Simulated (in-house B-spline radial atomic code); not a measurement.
Ionisation energies with and without relativity, with size and susceptibility from the Dirac run. Dirac energy differences include first-order Breit, QED and recoil terms. NIST's values go from ground level to ground level; the uncertainty of those that are theory runs from under 0.1 % in few-electron ions to several per cent in heavy many-electron ones. Computed with a radial B-spline atomic code at the basis-set limit: non-relativistic Hartree-Fock and Dirac-Hartree-Fock, averages of the configuration (point nuclei without relativity, finite nuclei with it).

```json
{"ion": "P4+", "configuration": "[Ne] 3s1", "configuration after": "[He] 2s2 2p6", "ionisation non-relativistic (eV)": "64.43", "ionisation Dirac Breit and QED (eV)": "64.57", "tabulated value (eV)": "65.02511", "radius at density 0.001 (bohr)": "2.766", "diamagnetic susceptibility (10⁻⁶ cm³/mol)": "-4.2168"}
{"ion": "S4+", "configuration": "[Ne] 3s2", "configuration after": "[Ne] 3s1", "ionisation non-relativistic (eV)": "70.62", "ionisation Dirac Breit and QED (eV)": "70.79", "tabulated value (eV)": "72.5945", "radius at density 0.001 (bohr)": "2.819", "diamagnetic susceptibility (10⁻⁶ cm³/mol)": "-5.5294"}
{"ion": "Cl4+", "configuration": "[Ne] 3s2 3p1", "configuration after": "[Ne] 3s2", "ionisation non-relativistic (eV)": "66.72", "ionisation Dirac Breit and QED (eV)": "66.72", "tabulated value (eV)": "67.68", "radius at density 0.001 (bohr)": "2.832", "diamagnetic susceptibility (10⁻⁶ cm³/mol)": "-6.6138"}
{"ion": "Ar4+", "configuration": "[Ne] 3s2 3p2", "configuration after": "[Ne] 3s2 3p1", "ionisation non-relativistic (eV)": "?", "ionisation Dirac Breit and QED (eV)": "?", "tabulated value (eV)": "?", "radius at density 0.001 (bohr)": "?", "diamagnetic susceptibility (10⁻⁶ cm³/mol)": "?"}
{"ion": "K4+", "configuration": "[Ne] 3s2 3p3", "configuration after": "[Ne] 3s2 3p2", "ionisation non-relativistic (eV)": "78.99", "ionisation Dirac Breit and QED (eV)": "79.01", "tabulated value (eV)": "82.66", "radius at density 0.001 (bohr)": "2.725", "diamagnetic susceptibility (10⁻⁶ cm³/mol)": "-7.775"}
{"ion": "Ca4+", "configuration": "[Ne] 3s2 3p4", "configuration after": "[Ne] 3s2 3p3", "ionisation non-relativistic (eV)": "85.29", "ionisation Dirac Breit and QED (eV)": "85.32", "tabulated value (eV)": "84.34", "radius at density 0.001 (bohr)": "2.655", "diamagnetic susceptibility (10⁻⁶ cm³/mol)": "-8.0547"}
{"ion": "Sc4+", "configuration": "[Ne] 3s2 3p5", "configuration after": "[Ne] 3s2 3p4", "ionisation non-relativistic (eV)": "?", "ionisation Dirac Breit and QED (eV)": "?", "tabulated value (eV)": "?", "radius at density 0.001 (bohr)": "?", "diamagnetic susceptibility (10⁻⁶ cm³/mol)": "?"}
{"ion": "Ti4+", "configuration": "[Ne] 3s2 3p6", "configuration after": "[Ne] 3s2 3p5", "ionisation non-relativistic (eV)": "?", "ionisation Dirac Breit and QED (eV)": "?", "tabulated value (eV)": "?", "radius at density 0.001 (bohr)": "?", "diamagnetic susceptibility (10⁻⁶ cm³/mol)": "?"}
{"ion": "V4+", "configuration": "[Ar] 3d1", "configuration after": "[Ne] 3s2 3p6", "ionisation non-relativistic (eV)": "64.47", "ionisation Dirac Breit and QED (eV)": "64.20", "tabulated value (eV)": "65.28165", "radius at density 0.001 (bohr)": "2.523", "diamagnetic susceptibility (10⁻⁶ cm³/mol)": "-8.4929"}
{"ion": "Cr4+", "configuration": "[Ar] 3d2", "configuration after": "[Ar] 3d1", "ionisation non-relativistic (eV)": "67.40", "ionisation Dirac Breit and QED (eV)": "67.10", "tabulated value (eV)": "69.46", "radius at density 0.001 (bohr)": "2.516", "diamagnetic susceptibility (10⁻⁶ cm³/mol)": "-8.6125"}
```

**Question.** Fill in the row of Ar4+.

**Answer.** ionisation non-relativistic (eV): 72.80; ionisation Dirac Breit and QED (eV): 72.81; tabulated value (eV): 74.84; radius at density 0.001 (bohr): 2.788; diamagnetic susceptibility (10⁻⁶ cm³/mol): -7.3211.

**Question.** Fill in the row of Sc4+.

**Answer.** ionisation non-relativistic (eV): 91.71; ionisation Dirac Breit and QED (eV): 91.75; tabulated value (eV): 91.95; radius at density 0.001 (bohr): 2.584; diamagnetic susceptibility (10⁻⁶ cm³/mol): -8.2126.

**Question.** Fill in the row of Ti4+.

**Answer.** ionisation non-relativistic (eV): 98.25; ionisation Dirac Breit and QED (eV): 98.30; tabulated value (eV): 99.299; radius at density 0.001 (bohr): 2.515; diamagnetic susceptibility (10⁻⁶ cm³/mol): -8.2842.
